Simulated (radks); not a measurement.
Species: Cr3+. Configuration: [Ar] 3d3 (the NIST ground configuration).

Calculated with a radial shooting solver on a logarithmic mesh with Libxc functionals: Dirac Kohn-Sham, XLYP, spin-unpolarised, spherical densities, finite nucleus; open shells fill j = l - 1/2 first; Fermi nuclear charge, rms radius 3.6452 fm.

Energy parts (hartree):
total: -1049.07701
kinetic: 1061.54664
electron-nucleus: -2474.61544
Hartree: 412.06675
exchange-correlation: -48.07496

Orbitals (lengths in bohr, moments of r in powers of bohr; <r^-3> diverges for s and p1/2; r(max) is where P^2 peaks; r(90%) holds 90 % of the orbital's charge):
| orbital | occ. | eigenvalue (hartree) | <r^4> | r(90%) | <r^-3> | r(max) |
|---|---|---|---|---|---|---|
| 1s1/2 | 2 | -217.6585 | 0.00007586 | 0.113 | - | 0.04160 |
| 2s1/2 | 2 | -26.00726 | 0.01807 | 0.455 | - | 0.2435 |
| 2p1/2 | 2 | -22.31086 | 0.01379 | 0.424 | - | 0.1960 |
| 2p3/2 | 4 | -21.99278 | 0.01431 | 0.428 | 354.7 | 0.1984 |
| 3s1/2 | 2 | -4.13516 | 1.321 | 1.33 | - | 0.7721 |
| 3p1/2 | 2 | -3.09951 | 1.790 | 1.43 | - | 0.7853 |
| 3p3/2 | 4 | -3.05994 | 1.852 | 1.44 | 44.40 | 0.7919 |
| 3d3/2 | 3 | -1.44037 | 5.267 | 1.86 | 3.985 | 0.7890 |
| 3d5/2 | 0 | -1.43632 | 5.321 | 1.87 | 3.931 | 0.7911 |
| 4s1/2 | 0 | -1.08724 | 64.36 | 3.50 | - | 2.203 |
| 4p1/2 | 0 | -0.85976 | 104.9 | 3.96 | - | 2.491 |
| 4p3/2 | 0 | -0.85470 | 107.1 | 3.98 | 5.718 | 2.507 |

The highest occupied level is 3d3/2 at -39.194 eV. For comparison, the ionisation energy in NIST's Atomic Spectra Database is 49.16 eV (semi-empirical). In exact Kohn-Sham theory the highest level is minus the ionisation energy, but local and semilocal functionals leave it too shallow, through self-interaction and a potential that decays too fast; potentials with the right tail come closer. The electron density at the nucleus is 1.144e+04 e/bohr^3. Summed over all electrons, <r^2> = 13.37 bohr^2, which gives a Langevin (diamagnetic) susceptibility term of -10.6 x 10^-6 cm^3/mol.

Beside tabulated values, note that spin-unpolarised runs miss the spin-polarisation part of the exchange energy of open shells.
